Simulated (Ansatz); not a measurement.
Reaction (hydrogenolysis of a Ge–S bond): `[F][Ge]([F])([SH])[Cl]` + H₂ → `[F][GeH]([F])[Cl]` + H₂S

Isolated molecules relaxed with PBE0-D4/def2-TZVP in Ansatz; ΔE leaves out vibrations. CBS: MP2 limit from def2 TZ/QZ plus the TZ coupled-cluster correction, frozen cores. This one scheme is used for every species. DFT in def2-TZVPP. For Ge outer-core shells are correlated without core-valence functions, which leaves a few kJ/mol of doubt a bond. Scalar relativity is left out up to krypton. One conformer a species, not always the lowest.

```json
{"level": "BLYP-D4", "ΔE (kJ/mol)": "30.9"}
{"level": "r2SCAN0-D4", "ΔE (kJ/mol)": "27.5"}
{"level": "BHLYP-D4", "ΔE (kJ/mol)": "22.3"}
{"level": "SCS-MP2/def2-TZVPP", "ΔE (kJ/mol)": "24.0"}
```

Q: What does CCSD(T)/CBS give? (Estimate.)

A: Computed: +25.2 kJ/mol. The listed levels differ from it by 5.7, 2.3, -2.9, -1.2 kJ/mol.

Largest T1 diagnostic among the species: 0.012.

The D4 term adds +10.8 kJ/mol with B3LYP and +5.8 kJ/mol with PBE0; it sums over pairs of atoms, weighted by their polarisabilities, and B3LYP, whose exchange is more repulsive, gets the larger term. From r2SCAN to r2SCAN0 (25 % exact exchange), in def2-TZVPP and without D4, ΔE moves by −4.2 kJ/mol.

B3LYP here is the variant with VWN-RPA as its local correlation; programs differ in this.
